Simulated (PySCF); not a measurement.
Job file and geometry (Å, from GFN2-xTB) of an NMR shielding run on `CN([P@+](CC)(C)N)C`, [C₅H₁₆N₂P]+, GIAO PBE0/pcSseg-1 NMR shielding, non-relativistic, gas phase (PySCF); density fitting, a coarse starting grid and PySCF grid level 2 are the driver's defaults:

```
$ OMP_NUM_THREADS=1 python probes_run.py task.json out

{"job": {"kind": "nmr", "xc": "PBE0", "basis": "pcSseg-1"}, "charge": 1, "multiplicity": 1}
C      2.045607    -1.293036     0.578624
C      1.664888     0.181096     0.653375
P      0.200572     0.562647    -0.383492
C     -0.119715     2.351149    -0.284223
N      0.579218     0.060955    -1.905146
N     -1.219880    -0.212399    -0.061177
C     -2.002964     0.173861     1.105789
C     -1.378811    -1.621366    -0.405386
H      2.225274    -1.600485    -0.448580
H      2.953381    -1.467702     1.150443
H      1.262309    -1.921202     0.994661
H      1.421855     0.467878     1.680238
H      2.489517     0.814785     0.319095
H      0.677336     2.866242    -0.819584
H     -0.126163     2.707622     0.742289
H     -1.074030     2.576505    -0.759012
H     -0.144536     0.185087    -2.602884
H      1.493369     0.316245    -2.254599
H     -1.752997    -0.427566     1.983245
H     -1.848938     1.223515     1.342124
H     -3.058894     0.022657     0.878969
H     -0.693960    -1.893879    -1.204373
H     -1.201975    -2.271512     0.454070
H     -2.402199    -1.781333    -0.746912
```

**Question.** What does the program print?

**Answer.** 
```
coarse grid: 19104 points
cycle   1  E = -650.1600064103  dE =  1.103e+00  |g| = 5.301e-01  |ddm| = 4.177e+00
cycle   2  E = -650.1515279211  dE =  8.478e-03  |g| = 5.730e-01  |ddm| = 9.534e-01
cycle   3  E = -650.2236170779  dE = -7.209e-02  |g| = 5.715e-02  |ddm| = 5.206e-01
cycle   4  E = -650.2241536237  dE = -5.365e-04  |g| = 2.811e-02  |ddm| = 6.759e-02
cycle   5  E = -650.2243295750  dE = -1.760e-04  |g| = 5.245e-03  |ddm| = 2.600e-02
cycle   6  E = -650.2243350691  dE = -5.494e-06  |g| = 1.468e-03  |ddm| = 5.563e-03
final grid: 175904 points
cycle   7  E = -650.2684870565  dE = -5.485e-05  |g| = 1.104e-02  |ddm| = 3.436e-02
cycle   8  E = -650.2684801984  dE =  6.858e-06  |g| = 1.254e-02  |ddm| = 1.668e-02
cycle   9  E = -650.2685157192  dE = -3.552e-05  |g| = 8.311e-04  |ddm| = 8.987e-03
cycle  10  E = -650.2685158615  dE = -1.423e-07  |g| = 2.669e-04  |ddm| = 8.990e-04
cycle  11  E = -650.2685158770  dE = -1.550e-08  |g| = 5.399e-05  |ddm| = 2.532e-04
cycle  12  E = -650.2685158776  dE = -5.389e-10  |g| = 2.362e-05  |ddm| = 7.122e-05
converged SCF energy = -650.2685158776

GIAO shielding tensors (ppm)
atom      isotropic    diamagn.    paramagn.     s11        s22        s33       span
  0 C      179.018     248.658     -69.640    173.472    176.530    187.052     13.579
  1 C      158.835     260.492    -101.658    140.480    156.459    179.565     39.085
  2 P      262.102     970.678    -708.576    216.149    246.313    323.843    107.694
  3 C      167.191     257.579     -90.387    151.456    158.241    191.878     40.423
  4 N      228.651     323.996     -95.345    187.292    240.555    258.106     70.814
  5 N      223.758     334.491    -110.733    190.559    233.487    247.228     56.669
  6 C      149.683     247.693     -98.011    124.269    137.010    187.769     63.500
  7 C      148.125     248.081     -99.956    121.427    137.085    185.864     64.437
  8 H       30.179      30.969      -0.789     25.001     30.047     35.491     10.490
  9 H       29.876      27.674       2.201     24.582     26.484     38.561     13.978
 10 H       30.512      31.811      -1.299     25.201     30.232     36.101     10.899
 11 H       29.399      33.903      -4.504     25.445     28.467     34.285      8.840
 12 H       29.653      32.588      -2.935     24.799     28.583     35.577     10.778
 13 H       29.771      29.918      -0.146     25.515     27.326     36.473     10.959
 14 H       29.453      31.624      -2.171     25.326     27.385     35.647     10.320
 15 H       29.650      30.719      -1.069     25.299     27.291     36.362     11.063
 16 H       29.528      32.491      -2.962     22.409     25.889     40.287     17.879
 17 H       29.800      32.379      -2.580     22.582     25.840     40.976     18.394
 18 H       29.004      30.912      -1.907     24.327     26.811     35.875     11.548
 19 H       28.992      31.930      -2.938     23.275     28.968     34.732     11.457
 20 H       28.502      29.024      -0.523     23.863     25.386     36.256     12.393
 21 H       27.798      31.757      -3.960     22.446     28.363     32.585     10.139
 22 H       29.039      31.031      -1.992     24.437     26.967     35.714     11.276
 23 H       28.688      29.459      -0.771     23.823     25.697     36.544     12.721
```

**Question.** Turn these shieldings into chemical shifts. Shifts are taken against calculated references (same method and geometry level): TMS for 13C (186.93 ppm), 1H (31.72 ppm); 31P (318.38 ppm) vs H3PO4; 15N (267.73 ppm) against NH3.

**Answer.** Averaging equivalent atoms: C 6/7: 38.0; C 1: 28.1; C 3: 19.7; C 0: 7.9; P 2: 56.3; N 5: 44.0; N 4: 39.1; H 18/19/20/21/22/23: 3.05; H 11: 2.32; H 13/14/15: 2.09; H 12: 2.06; H 16/17: 2.05; H 8/9/10: 1.53 ppm. Experimental scales use liquid or dissolved standards, which lie at an offset from isolated NH3 (liquid NH3: subtract about 20 ppm) and H3PO4.

Size and cost of the density-fitted run: 223 basis functions, about 110 core-seconds.
